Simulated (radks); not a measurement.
Spherical quantum dot in the effective-mass picture: electrons in a well V = -V0 / (1 + exp((r - R)/a)) with V0 = 59.8, R = 1.3, a = 0.15, with a point charge +1 (a donor) at the centre, all in effective atomic units (hartree* = m*/eps^2 hartree, bohr* = eps/m* bohr), one dielectric constant everywhere. Method: non-relativistic Kohn-Sham, exchange-only LDA, spin-polarised, spherical densities; computed with a radial shooting solver with Libxc functionals. Levels are named by radial order and angular momentum (1s, 1p, 1d, 2s, ...), and open shells are averaged over m.

N = 13, configuration 1s2 1p6 1d(up 5, down 0). This is the lowest configuration that the search found. Occupied and some empty levels:

| level | occupation | eigenvalue (hartree*) | <r> (bohr*) |
|---|---|---|---|
| 1s up | 1 | -42.117 | 0.6074 |
| 1s down | 1 | -41.850 | 0.6010 |
| 1p up | 3 | -38.625 | 0.7437 |
| 1p down | 3 | -38.286 | 0.7417 |
| 1d up | 5 | -34.490 | 0.8263 |
| 1d down | 0 | -34.129 | 0.8261 |
| 2s up | 0 | -33.199 | 0.6596 |
| 2s down | 0 | -32.976 | 0.6629 |
| 1f up | 0 | -29.678 | 0.8900 |
| 1f down | 0 | -29.314 | 0.8907 |
| 2p up | 0 | -27.048 | 0.7552 |
| 2p down | 0 | -26.806 | 0.7557 |

Energy (hartree*): total -583.474, kinetic 82.558, external -753.45, Hartree 100.78, exchange-correlation -13.356.
